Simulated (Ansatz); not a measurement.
Basis sets compared for Sn(NH2)H3 (SnNH₅). Charge 0, multiplicity 1. Geometry r2SCAN-D4/def2-TZVP. Ansatz on 4 threads of Arm Neoverse V2 on a shared host; times are rough, and most runs start from earlier orbitals.

```xyz
7

Sn    0.5242   -0.3890    0.3973
N    -0.9427    0.3625   -0.8066
H    -0.5930    1.0927   -1.4189
H    -1.6995    0.7757   -0.2711
H     1.6989   -1.0247   -0.6602
H    -0.2270   -1.6004    1.3305
H     1.2392    0.7833    1.4291
```

In the def2 sets Sn takes a core potential, while STO-3G treats all electrons; there is no spin–orbit coupling.

STO-3G and 6-31G are all-electron sets without relativity, so their totals don't compare with the def2 sets.

Binding counts from free atoms (Sn triplet, N quartet, H doublet) in the same basis, without a counterpoise term.

| level | functions | energy (Eh) | HOMO (eV) | LUMO (eV) | binding per atom (eV) | wall time |
| --- | --- | --- | --- | --- | --- | --- |
| HF/STO-3G | 37 | -6019.9431 | -7.81 | 10.98 | 2.66 | 0.15 s |
| HF/def2-TZVP | 111 | -270.7109 | -10.68 | 2.17 | 1.82 | 0.25 s |
| PBE-D4/def2-SVP | 65 | -271.8956 | -5.51 | -0.57 | 2.69 | 0.3 s |
| PBE-D4/def2-TZVP (with forces) | 111 | -271.9805 | -5.83 | -0.97 | 2.72 | 0.6 s |
| r2SCAN-D4/def2-TZVP | 111 | -272.1050 | -6.13 | -0.51 | 2.70 | 1 s |
| PBE0-D4/def2-SVP | 65 | -271.9155 | -6.99 | 0.25 | 2.65 | 0.45 s |
| PBE0-D4/def2-TZVP | 111 | -271.9976 | -7.24 | -0.20 | 2.68 | 0.75 s |

(1) Estimate the rows for PBE-D4/def2-TZVPD, r2SCAN-D4/def2-TZVPD, PBE0-D4/def2-TZVPD.

## Answers

(1) 
```json
{"level": "PBE-D4/def2-TZVPD", "functions": "138", "energy (Eh)": "-271.9822", "HOMO (eV)": "-5.91", "LUMO (eV)": "-1.09", "binding per atom (eV)": "2.73", "wall time": "0.65 s"}
{"level": "r2SCAN-D4/def2-TZVPD", "functions": "138", "energy (Eh)": "-272.1063", "HOMO (eV)": "-6.19", "LUMO (eV)": "-0.61", "binding per atom (eV)": "2.70", "wall time": "1.2 s"}
{"level": "PBE0-D4/def2-TZVPD", "functions": "138", "energy (Eh)": "-271.9990", "HOMO (eV)": "-7.29", "LUMO (eV)": "-0.37", "binding per atom (eV)": "2.69", "wall time": "0.75 s"}
```
